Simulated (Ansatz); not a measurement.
Cartesian coordinates in Å:
```
C 0.7056 -2.8743 1.2217
C 0.8158 -1.5160 0.5456
C 2.1222 -0.8424 0.9299
C 0.7045 -1.6700 -0.9595
Se -0.7182 -0.4651 1.2824
Si -1.0193 1.3168 -0.1243
C 0.5693 2.2397 -0.4925
C -2.1792 2.4081 0.8593
C -1.8471 0.8249 -1.7310
H 0.7428 -2.7824 2.3095
H -0.2244 -3.3784 0.9521
H 1.5433 -3.5065 0.9075
H 2.2039 -0.7313 2.0123
H 2.9656 -1.4513 0.5830
H 2.2130 0.1470 0.4807
H 1.5012 -2.3325 -1.3173
H 0.8192 -0.7143 -1.4742
H -0.2548 -2.1039 -1.2463
H 1.2571 1.6549 -1.1068
H 0.3347 3.1563 -1.0433
H 1.0849 2.5186 0.4288
H -2.4580 3.2865 0.2695
H -3.0961 1.8749 1.1212
H -1.7100 2.7512 1.7836
H -1.2134 0.1804 -2.3425
H -2.7786 0.2903 -1.5321
H -2.0841 1.7186 -2.3174
```

The species carries charge 0 and has multiplicity 1.

(1) List the r2SCAN/def2-TZVPP orbital energies in eV (Ansatz 0.2.0). (Estimate.)

## Answers

(1) Computed: Occupied: -12333.20, -1790.85, -1573.85, -1411.09, -1411.06, -1411.02, -274.27, -272.92, -272.84, -272.80, -272.53, -272.43, -272.41, -209.95, -153.42, -153.30, -153.15, -141.23, -96.14, -96.07, -96.06, -53.77, -53.76, -53.64, -53.55, -53.53, -21.55, -18.73, -18.02, -17.94, -17.72, -17.64, -17.02, -13.81, -11.99, -11.39, -11.30, -11.13, -10.54, -10.44, -10.37, -10.06, -9.93, -9.86, -9.74, -9.63, -9.22, -8.52, -8.50, -7.90, -7.67, -7.28, -6.69, -5.28. Lowest empty: -0.36, 0.74, 0.84, 1.62, 1.71, 1.95, 2.12, 2.40.
